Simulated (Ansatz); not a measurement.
Program: Ansatz. Geometries: PBE0-D4/def2-TZVP. ΔE: electronic, gas phase. CBS: MP2 limit from def2 TZ/QZ plus the TZ coupled-cluster correction, frozen cores. Functionals use def2-TZVPP. For Br outer-core shells are correlated without core-valence functions, which leaves a few kJ/mol of doubt a bond. Scalar relativity is left out up to krypton.

2 `BBr` → `[BH2-]1[Br+][BH2-][Br+]1`  (dimerisation)

`BBr`:

Z-matrix (Å, degrees):
```
B
Br 1 1.891
H 1 1.188 2 117.8
H 1 1.188 2 117.8 3 180.0
```

`[BH2-]1[Br+][BH2-][Br+]1`:

Cartesian coordinates in Å:
```
B -0.667 -1.140 0.319
Br -1.255 0.879 0.498
B 0.662 1.135 -0.345
Br 1.404 -0.743 0.266
H -0.935 -1.722 1.318
H -0.989 -1.514 -0.762
H 0.542 1.107 -1.527
H 1.238 1.998 0.232
```

CCSD(T)/CBS gives -39.4 kJ/mol.

Problem. Another level gave -24.4 kJ/mol. Which?
A. CAM-B3LYP-D4/def2-TZVPP
B. PBE/def2-TZVPP
C. PBE0-D4/def2-TZVPP
D. LDA (SPW92)/def2-TZVPP

Solution. A. CAM-B3LYP-D4 -24.4, PBE -48.4, PBE0-D4 -56.3, LDA (SPW92) -101.8 kJ/mol.

Problem. What do rigid-rotor, harmonic-oscillator terms from PBE0-D4/def2-TZVP frequencies (298.15 K, 1 bar) make of the CCSD(T)/CBS value? (Estimate.)

Solution. Ansatz gave: ΔZPE = +11.8 kJ/mol, ΔH = -31.1 kJ/mol, ΔS = -162 J/(mol·K), ΔG = +17.2 kJ/mol.

Largest T1 diagnostic among the species: 0.010.

The D4 term adds −21.2 kJ/mol with B3LYP and −10.9 kJ/mol with PBE0; it sums over pairs of atoms, weighted by their polarisabilities, and B3LYP, whose exchange is more repulsive, gets the larger term. In def2-TZVPP, CCSD(T) changes the Hartree–Fock value by −89.2 kJ/mol (the triples alone add −12.2 kJ/mol) and MP2 by −103.5 kJ/mol. At CCSD(T), def2-SVP lies +21.4 kJ/mol from the extrapolated value and def2-TZVPP +2.7 kJ/mol.

B3LYP here is the variant with VWN-RPA as its local correlation; programs differ in this.
